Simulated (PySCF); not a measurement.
The second ionisation energy along the 5d series

Calculated with PySCF 2.14 from differences of total energies of unrestricted determinants, without spin-orbit coupling. Values in eV. The last column holds reference values (NIST; (s) semi-empirical, (t) theoretical, else measured). Unmarked ones compare directly (S terms, centres of terms, or small fine structure); those marked * lie between the lowest fine-structure levels and include a spin-orbit shift.

| element | configurations | UHF | SCS-MP2 (valence) | CCSD (valence) | CCSD(T) (valence) | LDA | PBE | reference |
| --- | --- | --- | --- | --- | --- | --- | --- | --- |
| Hf (ANO-RCC-VTZP, spin-free X2C) | [Xe] 4f14 5d1 6s2 → [Xe] 4f14 5d2 | n/a | n/a | n/a | n/a | 15.345 | n/a | 14.61 ± 0.04 (t) * |
| Ta (ANO-RCC-VTZP, spin-free X2C) | [Xe] 4f14 5d3 6s1 → [Xe] 4f14 5d3 | 14.204 | 14.310 | 14.585 | 14.591 | 15.923 | 15.639 | 16.2 ± 0.5 (s) * |
| W (ANO-RCC-VTZP, spin-free X2C) | [Xe] 4f14 5d4 6s1 → [Xe] 4f14 5d4 | 14.996 | 15.143 | 15.493 | 15.504 | 16.712 | 16.432 | 16.37 ± 0.15 (s) * |
| Re (ANO-RCC-VTZP, spin-free X2C) | [Xe] 4f14 5d5 6s1 → [Xe] 4f14 5d5 | 15.756 | 15.944 | 16.353 | 16.369 | 17.530 | 17.232 | 16.6 ± 0.5 (s) |
| Os (ANO-RCC-VTZP, spin-free X2C) | [Xe] 4f14 5d6 6s1 → [Xe] 4f14 5d6 | 16.048 | 16.480 | 16.763 | 16.778 | 17.981 | 17.669 | 17 ± 1 (s) * |
| Pt (ANO-RCC-VTZP, spin-free X2C) | [Xe] 4f14 5d9 → [Xe] 4f14 5d8 | 16.916 | 18.575 | 18.473 | 18.597 | 19.680 | 19.186 | 18.56 ± 0.12 * |
| Au (ANO-RCC-VTZP, spin-free X2C) | [Xe] 4f14 5d10 → [Xe] 4f14 5d9 | 18.923 | 20.648 | 20.475 | 20.585 | 21.405 | 20.934 | 20.203 ± 0.025 * |
| Hg (ANO-RCC-VTZP, spin-free X2C) | [Xe] 4f14 5d10 6s1 → [Xe] 4f14 5d10 | 17.135 | 18.438 | 18.412 | 18.498 | 19.593 | 19.182 | 18.757 |

Task: Fill in the row of Ir (ANO-RCC-VTZP, spin-free X2C) ([Xe] 4f14 5d7 6s1 → [Xe] 4f14 5d7).

Result: UHF 16.345; SCS-MP2 (valence) 17.028; CCSD (valence) 17.251; CCSD(T) (valence) 17.293; LDA 18.405; PBE 18.090; reference 17 ± 0.3 (s) * (eV).

"Valence" correlates the outer s and p shells and, in groups 3 to 12 and the f block, the outer d or f shell, open or full, or the next shell where the ion has no valence electron left; the wider scheme adds the next inner shell.
